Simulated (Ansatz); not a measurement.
Calculated with Ansatz (gas phase, PBE0-D4/def2-TZVP geometries, no zero-point term in ΔE). CBS: MP2 limit from def2 TZ/QZ plus the TZ coupled-cluster correction, frozen cores. This one scheme is used for every species. DFT in def2-TZVPP. B3LYP here is the variant with VWN-RPA as its local correlation; programs differ in this. For Ge outer-core shells are correlated without core-valence functions, which leaves a few kJ/mol of doubt a bond. Scalar relativity is left out up to krypton. One conformer a species, not always the lowest.

Reaction (ligand exchange at the Al–C bond): `[CH3][GeH2][AlH][C]#N` + HCl → `[CH3][GeH2][AlH][Cl]` + `C#N`

| level | ΔE (kJ/mol) | difference from CCSD(T)/CBS |
| --- | --- | --- |
| PBE-D4 | -94.9 | 1.4 |
| r2SCAN-D4 | -98.3 | -2.0 |
| ωB97M-V | -96.5 | -0.2 |
| B2PLYP | -95.8 | 0.5 |
| PBE | -94.6 | 1.7 |
| PBE0 | -96.5 | -0.2 |
| B3LYP | -95.4 | 0.9 |
| MP2/def2-TZVPP | -95.3 | 1.0 |
| CCSD/def2-TZVPP | -93.1 | 3.2 |
| CCSD(T)/def2-TZVPP | -92.2 | 4.1 |
| HF/def2-QZVPP | -98.8 | -2.5 |
| MP2/def2-QZVPP | -97.5 | -1.2 |
| SCS-MP2/def2-QZVPP | -95.8 | 0.5 |
| HF/CBS(def2) | -98.8 | -2.5 |
| MP2/CBS(def2) | -99.3 | -3.0 |
| CCSD/CBS(def2) | -97.1 | -0.8 |
| CCSD(T)/CBS | -96.3 | 0 |

Largest T1 diagnostic among the species: 0.014.

In def2-TZVPP, CCSD(T) changes the Hartree–Fock value by +7.0 kJ/mol (the triples alone add +0.8 kJ/mol) and MP2 by +3.9 kJ/mol.
